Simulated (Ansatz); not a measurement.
C₄H₁₀Si, SMILES `C/C=C(\C)[SiH3]`. The species carries charge 0 and has multiplicity 1.

```
atom   x (Å)   y (Å)   z (Å)
  C1   2.139  -0.463   0.193
  C2   0.699  -0.531   0.574
  C3  -0.342   0.066  -0.019
  C4  -0.247   0.948  -1.228
 Si5  -2.041  -0.210   0.696
  H6   2.734  -0.065   1.021
  H7   2.526  -1.467  -0.011
  H8   2.325   0.155  -0.684
  H9   0.496  -1.149   1.448
 H10  -0.639   1.947  -1.011
 H11   0.772   1.066  -1.598
 H12  -0.854   0.550  -2.048
 H13  -2.665   1.082   1.098
 H14  -1.953  -1.100   1.884
 H15  -2.948  -0.830  -0.313
```

Q: List the harmonic frequencies (cm⁻¹, unscaled) at PBE0-D4/def2-TZVP in Ansatz. (Best estimate.)

A: Ansatz gave: 99, 122, 125, 194, 207, 303, 414, 424, 647, 658, 682, 865, 922, 931, 931, 955, 1013, 1053, 1060, 1091, 1191, 1369, 1399, 1407, 1470, 1471, 1475, 1485, 1710, 2201, 2206, 2225, 3037, 3042, 3088, 3092, 3128, 3132, 3154.

Q: Is this a minimum?

A: Yes, all 39 modes are real.

Q: Give the ideal-gas thermochemistry at 298.15 K and 1 bar (rigid rotor, harmonic oscillator; point group Cs, symmetry number 1).

A: Zero-point energy 322.9 kJ/mol; H(298) − E = 346.1 kJ/mol; entropy 357.1 J/(mol·K), of which translation 164.4, rotation 112.4, vibration 80.2; G(298) − E = 239.6 kJ/mol. Modes under 100 cm⁻¹ are hindered rotations or soft bends, so the harmonic entropy is rough.

Q: Rotational constants (cm⁻¹)?

A: 0.2218, 0.07653, 0.0593.
